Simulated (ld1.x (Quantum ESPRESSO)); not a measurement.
**Building the ultrasoft potential for sulfur (S) (PBE, scalar-relativistic).**

ld1.x (Quantum ESPRESSO) 7.5 was run on this input:

```
&input
   title='S', zed=16., rel=1, dft='PBE', iswitch=3,
   config='[Ne] 3s2 3p3.5',
   nld=2, rlderiv=1.70, eminld=-4.0, emaxld=5.0, deld=0.02
 /
 &inputp
   pseudotype=3, tm=.true., lloc=-2, rcloc=1.35,
   nlcc=.true., rcore=1.00,
   file_pseudopw='S.UPF', file_wfcaegen='ae.wfc', file_wfcncgen='nc.wfc', file_beta='beta', file_chi='chi', file_wfcusgen='us.wfc'
 /
4
3S  1  0   2.00   0.00  1.25  1.50  0.0
3S  1  0   0.00   0.05  1.25  1.50  0.0
3P  2  1   3.50   0.00  1.40  1.55  0.0
3P  2  1   0.00  -0.50  1.40  1.55  0.0
 &test
   configts(1)='3s2 3p3.5'
 /
```

Command:

```bash
ld1.x < S.in > S.out
```

Output (shortened: banner, matrices, multipoles, cross overlaps and the repeated all-electron block are left out):

```
Program LD1 v.7.5
     --------------------------- All-electron run ----------------------------

     S
     scalar relativistic calculation

     atomic number is 16.00
     dft =PBE   lsd =0 sic =0 latt =0  beta=0.20 tr2=1.0E-14
     Exchange-correlation= PBE
                           (   1   4   3   4   0   0   0)
     mesh =1151 r(mesh) =  99.72449 a.u. xmin = -7.00 dx = 0.01250
     1 Ry =  13.60569312 eV, c = 137.03599908

     n l     nl                  e(Ry)          e(Ha)          e(eV)
     1 0     1S 1( 2.00)      -177.2488       -88.6244     -2411.5929
     2 0     2S 1( 2.00)       -15.9692        -7.9846      -217.2723
     2 1     2P 1( 6.00)       -11.9126        -5.9563      -162.0796
     3 0     3S 1( 2.00)        -1.6348        -0.8174       -22.2424
     3 1     3P 1( 3.50)        -0.8602        -0.4301       -11.7036

     final scf error:  1.6E-15 reached in  26 iterations

     Etot =    -797.750778 Ry,    -398.875389 Ha,  -10853.952277 eV

     Ekin =     800.809050 Ry,     400.404525 Ha,   10895.562180 eV
     Encl =   -1896.269056 Ry,    -948.134528 Ha,  -25800.054850 eV
     Eh   =     348.338980 Ry,     174.169490 Ha,    4739.393271 eV
     Exc  =     -50.629753 Ry,     -25.314876 Ha,    -688.852878 eV

     normalization and overlap integrals

     s(1S/1S) =  1.000000  <r> =   0.0969  <r2> =    0.0126  r(max) =   0.0633
     s(2S/2S) =  1.000000  <r> =   0.4789  <r2> =    0.2730  r(max) =   0.3877
     s(2P/2P) =  1.000000  <r> =   0.4424  <r2> =    0.2448  r(max) =   0.3254
     s(3S/3S) =  1.000000  <r> =   1.6662  <r2> =    3.2179  r(max) =   1.4048
     s(3P/3P) =  1.000000  <r> =   1.9752  <r2> =    4.6414  r(max) =   1.5721

     ------------------------ End of All-electron run ------------------------

     --------------------- Generating US pseudopotential ---------------------

      Generating local potential from pseudized AE potential:
      Matching radius rcloc =   1.3500
      Enforcing V''(0)=0 (lloc=-2)

      Local pseudo, rcloc= 1.353 Estimated cut-off energy=    16.24 Ry

      Computing core charge for nlcc:

       r > 1.00 : true rho core
       r < 1.00 : rho core = a sin(br)/r    a=   2.71  b=   2.74

      Integrated core pseudo-charge :   1.22

      Wfc   3S  rcut= 1.255  Using Troullier-Martins method
      Wfc-us  3S rcutus= 1.495  Estimated cut-off energy=    20.30 Ry

      Wfc   3S  rcut= 1.255  Using Troullier-Martins method
      Wfc-us  3S rcutus= 1.495  Estimated cut-off energy=    23.53 Ry

      Wfc   3P  rcut= 1.387  Using Troullier-Martins method
      Wfc-us  3P rcutus= 1.533  Estimated cut-off energy=    31.67 Ry

      Wfc   3P  rcut= 1.387  Using Troullier-Martins method
      Wfc-us  3P rcutus= 1.533  Estimated cut-off energy=    32.27 Ry

     ------------------- End of pseudopotential generation -------------------

     Computing logarithmic derivative in   1.70520
     Computing logarithmic derivative in   1.70520
     Computing the partial wave expansion
     R is outside the sphere for l=    0 j= 0.00
     R is outside the sphere for l=    0 j= 0.00
     R is outside the sphere for l=    1 j= 0.00
     R is outside the sphere for l=    1 j= 0.00

     ---------------------- Testing the pseudopotential ----------------------

     S
     scalar relativistic calculation

     atomic number is 16.00   valence charge is  6.00
     dft =PBE   lsd =0 sic =0 latt =0  beta=0.20 tr2=1.0E-14
     mesh =1151 r(mesh) =  99.72449 xmin = -7.00 dx = 0.01250

     n l     nl             e AE (Ry)        e PS (Ry)    De AE-PS (Ry)
     1 0     3S   1( 2.00)       -1.63479       -1.63480        0.00001
     2 1     3P   1( 3.50)       -0.86020       -0.86021        0.00000

     eps = 8.5E-15  iter =  3

     Etot =    -797.750778 Ry,    -398.875389 Ha,  -10853.952277 eV
     Etotps =   -21.237064 Ry,     -10.618532 Ha,    -288.944969 eV

     Ekin =       7.397893 Ry,       3.698947 Ha,     100.653468 eV
     Encl =     -39.999517 Ry,     -19.999758 Ha,    -544.221151 eV
     Ehrt =      14.664430 Ry,       7.332215 Ha,     199.519736 eV
     Ecxc =      -5.526665 Ry,      -2.763333 Ha,     -75.194109 eV
     (Ecc =      -1.335445 Ry,      -0.667723 Ha,     -18.169656 eV)
     Epseu=       2.226795 Ry,       1.113397 Ha,      30.297087 eV

     ---------------------- End of pseudopotential test ----------------------
```

Generation and configuration tests took about 1.1 s on one core of a shared server CPU.
